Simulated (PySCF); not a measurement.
M06-L on V⁺ (vanadium, charge +1), [Ar] 3d4, high-spin 5D determinant. Computed with PySCF 2.14 in jorge-DZP-DKH (8s6p2d1f, 43 functions), with the spin-free X2C one-electron Hamiltonian (Gaussian nucleus).

```
cycle= 1 E= -948.836627928674  delta_E= -0.00269  |g|= 0.096  |ddm|= 0.61
cycle= 2 E= -948.836209624912  delta_E= 0.000418  |g|= 0.127  |ddm|= 0.578
cycle= 3 E= -948.841504032713  delta_E= -0.00529  |g|= 0.0908  |ddm|= 0.454
cycle= 4 E= -948.843834515517  delta_E= -0.00233  |g|= 0.0276  |ddm|= 0.0791
cycle= 5 E= -948.844127942535  delta_E= -0.000293  |g|= 0.0128  |ddm|= 0.0933
cycle= 6 E= -948.84419060199  delta_E= -6.27e-05  |g|= 0.00091  |ddm|= 0.0204
cycle= 7 E= -948.844191018151  delta_E= -4.16e-07  |g|= 3.01e-05  |ddm|= 0.00215
cycle= 8 E= -948.8441910186  delta_E= -4.49e-10  |g|= 1.45e-05  |ddm|= 0.000187
converged SCF energy = -948.8441910186  <S^2> = 6.0005088  2S+1 = 5.0002035
```

Highest occupied orbital energy: -10.023 eV; ⟨L²⟩ = 8.41; populations by l: s 6.40, p 12.00, d 3.60, f 0.00.

Problem. Can this result be used?

Solution. Not for this state. Self-consistency was reached. ⟨L²⟩ = 8.41 against 6 for a pure D term, so this real determinant mixes terms. The s, p, d and f populations moved away from the nominal configuration during the SCF.
